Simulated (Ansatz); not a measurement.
`FBOC[SiH3]` + `CBS` → `CBS[SiH3]` + `COBF`  (ligand exchange at the Si–C bond)

Calculated with Ansatz (gas phase, PBE0-D4/def2-TZVP geometries, no zero-point term in ΔE). CBS: MP2 limit from def2 TZ/QZ plus the TZ coupled-cluster correction, frozen cores. DFT in def2-TZVPP. B3LYP here is the variant with VWN-RPA as its local correlation; programs differ in this. Each species was taken in one conformer, which may not be the lowest.

`FBOC[SiH3]`:

Cartesian coordinates in Å:
```
F -2.170 1.177 0.255
B -1.103 1.708 -0.341
O 0.122 1.204 -0.137
C 0.363 0.077 0.708
Si 0.753 -1.455 -0.333
H -1.239 2.646 -1.064
H 1.215 0.326 1.346
H -0.494 -0.115 1.362
H -0.407 -1.759 -1.210
H 1.955 -1.209 -1.169
H 1.005 -2.599 0.582
```

`CBS`:

```xyz
8

C     0.640    0.341    0.829
B    -0.284    0.113   -0.405
S    -0.778   -1.541   -0.845
H     0.146    1.015    1.538
H     1.548    0.869    0.514
H     0.935   -0.565    1.361
H    -0.677    1.023   -1.073
H    -1.531   -1.254   -1.919
```

`CBS[SiH3]`:

Z-matrix (Å, degrees):
```
C
B 1 1.556
H 1 1.097 2 109.4
H 1 1.091 2 115.0 3 -122.7
H 1 1.097 2 109.4 3 114.7
S 2 1.793 1 120.7 3 122.6
H 2 1.200 1 120.8 3 -57.3
Si 6 2.149 2 99.2 1 -180.0
H 8 1.484 6 107.0 2 -179.8
H 8 1.483 6 110.3 2 -60.5
H 8 1.483 6 110.3 2 60.9
```

`COBF`:

```xyz
8

C    -0.367   -0.277   -0.979
O     0.540   -0.478    0.086
B     0.508    0.276    1.192
F     1.397    0.015    2.138
H    -1.061    0.541   -0.768
H    -0.932   -1.196   -1.140
H     0.196   -0.046   -1.885
H    -0.281    1.164    1.355
```

```csv
level,ΔE (kcal/mol),difference from CCSD(T)/CBS
PBE-D4,-15.8,0.6
r2SCAN-D4,-16.3,0.1
PBE0-D4,-16.6,-0.2
B3LYP-D4,-15.6,0.8
ωB97X-V,-15.7,0.7
ωB97M-V,-15.6,0.8
B2PLYP,-16.0,0.4
PBE,-15.7,0.7
r2SCAN,-16.3,0.1
PBE0,-16.5,-0.1
B3LYP,-15.4,1.0
HF/def2-TZVPP,-17.1,-0.7
MP2/def2-TZVPP,-17.3,-0.9
SCS-MP2/def2-TZVPP,-16.7,-0.3
CCSD/def2-TZVPP,-15.7,0.7
CCSD(T)/def2-TZVPP,-15.8,0.6
HF/def2-QZVPP,-17.1,-0.7
MP2/def2-QZVPP,-17.6,-1.2
SCS-MP2/def2-QZVPP,-17.1,-0.7
HF/CBS(def2),-17.1,-0.7
MP2/CBS(def2),-17.8,-1.4
CCSD/CBS(def2),-16.3,0.1
CCSD(T)/CBS,-16.4,0
```

Largest T1 diagnostic among the species: 0.013.

From PBE to PBE0 (25 % exact exchange), in def2-TZVPP and without D4, ΔE moves by −0.8 kcal/mol.
